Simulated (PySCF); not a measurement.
ClGe2H5, SMILES [Cl][GeH2][GeH3]. Geometry: PBE-D3(BJ)/def2-SVP. This is a generated structure with no PubChem entry under its InChIKey; it may be hypothetical.

These are PBE-D3(BJ)/def2-SVP (PySCF) values and carry that method's errors.

Harmonic wavenumbers (cm⁻¹): 84, 84, 257, 329, 401, 446, 502, 631, 700, 766, 837, 848, 852, 2062, 2074, 2079, 2095, 2105. Rotational constants (GHz): 5.607, 1.316, 1.096; symmetry number 1.

Work out the zero-point energy and the ideal-gas rigid-rotor harmonic-oscillator thermochemistry at 298.15 K and 1 atm.

ZPE = ½ Σ hcν = ½ × 17152 cm⁻¹ = 102.59 kJ/mol. H − E(el) = 122.32 kJ/mol. Entropy in J/(mol K): translation 173.90, rotation 117.47, vibration 60.43, total 351.81. G − E(el) = 17.43 kJ/mol. Cp = 98.76 J/(mol K). Modes under 150 cm⁻¹ make the vibrational entropy uncertain.
